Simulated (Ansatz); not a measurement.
Steps of a relaxation of Cl$_{2}$FOSi, SMILES `[O][Si](F)(Cl)Cl` radical with UKS PBE-D4/def2-SVP.

```sh
$ ansatz run in.yaml --threads 4 --pin off --events-out ev --progress --plain --max-ram 10444MiB
```

```yaml
crystal:
  periodic: [false, false, false]
  atoms:
    - {symbol: O, position_ang: [1.292300, -1.223800, 0.429100]}
    - {symbol: Si, position_ang: [-0.003400, -0.049300, 0.076700]}
    - {symbol: F, position_ang: [-1.000100, 0.154100, 1.430200]}
    - {symbol: Cl, position_ang: [-1.095700, -0.739300, -1.513500]}
    - {symbol: Cl, position_ang: [0.856700, 1.784800, -0.464000]}
basis:
  gaussian: {orbitals: def2-SVP}
magnetization: {spin_polarized: true, initial_magnetization: 1}
hamiltonian: {xc: pbe, dispersion: d4}
relax: {f_tol: 0.03, max_steps: 200}
```

Positions (Å) and forces (eV/Å) along the path, 10 of 10 steps:

```xyz
5
step=1 energy=-37656.6472 eV
O     1.292   -1.224    0.429   -1.840    1.705   -0.582
Si   -0.003   -0.049    0.077    0.861   -0.599    1.645
F    -1.000    0.154    1.430    1.243   -0.179   -1.784
Cl   -1.096   -0.739   -1.514    0.055   -0.101    0.269
Cl    0.857    1.785   -0.464   -0.320   -0.826    0.453
5
step=2 energy=-37656.8775 eV
O     1.260   -1.170    0.381   -1.169    1.090   -0.428
Si   -0.002   -0.036    0.049    0.586   -0.814    1.477
F    -0.978    0.183    1.372    0.650   -0.121   -1.068
Cl   -1.115   -0.817   -1.474    0.009    0.017    0.015
Cl    0.886    1.766   -0.369   -0.077   -0.172    0.004
5
step=3 energy=-37656.9469 eV
O     1.248   -1.147    0.352    0.063   -0.110    0.104
Si    0.022   -0.077    0.133    0.115    0.255   -0.978
F    -0.989    0.190    1.343   -0.293    0.022    0.526
Cl   -1.085   -0.766   -1.464    0.018   -0.160    0.159
Cl    0.854    1.726   -0.405    0.097   -0.006    0.190
5
step=4 energy=-37656.9803 eV
O     1.235   -1.132    0.329    0.043   -0.058    0.033
Si    0.014   -0.052    0.093   -0.073    0.118   -0.155
F    -0.991    0.194    1.336    0.026    0.001    0.025
Cl   -1.105   -0.833   -1.446    0.054    0.023    0.061
Cl    0.898    1.749   -0.353   -0.049   -0.083    0.037
5
step=5 energy=-37656.9814 eV
O     1.228   -1.136    0.331   -0.010   -0.005   -0.008
Si    0.011   -0.046    0.085    0.028   -0.011    0.060
F    -0.983    0.194    1.339    0.005    0.007   -0.020
Cl   -1.100   -0.835   -1.446   -0.014   -0.006   -0.024
Cl    0.894    1.749   -0.350   -0.009    0.015   -0.007
5
step=6 energy=-37656.9819 eV
O     1.221   -1.146    0.330    0.001   -0.026   -0.012
Si    0.015   -0.044    0.087   -0.001    0.010    0.064
F    -0.980    0.197    1.341    0.008    0.003   -0.020
Cl   -1.093   -0.835   -1.446   -0.009   -0.017   -0.023
Cl    0.887    1.755   -0.352    0.001    0.029   -0.009
5
step=7 energy=-37656.9823 eV
O     1.216   -1.151    0.326   -0.005   -0.029   -0.009
Si    0.016   -0.041    0.089    0.005    0.005    0.051
F    -0.978    0.199    1.342    0.008    0.004   -0.018
Cl   -1.088   -0.838   -1.446   -0.004   -0.012   -0.015
Cl    0.885    1.758   -0.352   -0.004    0.032   -0.008
5
step=8 energy=-37656.9835 eV
O     1.192   -1.184    0.322    0.062   -0.086   -0.028
Si    0.034   -0.036    0.092   -0.167    0.100    0.102
F    -0.967    0.209    1.341    0.028   -0.018   -0.001
Cl   -1.069   -0.840   -1.443    0.026   -0.044   -0.040
Cl    0.860    1.778   -0.354    0.051    0.048   -0.033
5
step=9 energy=-37656.9845 eV
O     1.158   -1.223    0.308    0.029    0.020   -0.033
Si    0.047   -0.023    0.101   -0.148    0.040    0.105
F    -0.954    0.219    1.350    0.039   -0.017    0.005
Cl   -1.038   -0.849   -1.441    0.018   -0.036   -0.054
Cl    0.837    1.803   -0.359    0.062   -0.007   -0.024
5
step=10 energy=-37656.9866 eV
O     1.161   -1.211    0.303    0.001    0.002   -0.008
Si    0.035   -0.021    0.104   -0.026   -0.003    0.010
F    -0.958    0.216    1.358    0.006   -0.002   -0.009
Cl   -1.037   -0.852   -1.446    0.011    0.000    0.009
Cl    0.848    1.794   -0.361    0.009    0.004   -0.003
```

It took 17 s on 4 threads of an Arm Neoverse V2 on a shared host, with 0.19 GiB of host memory at the peak.
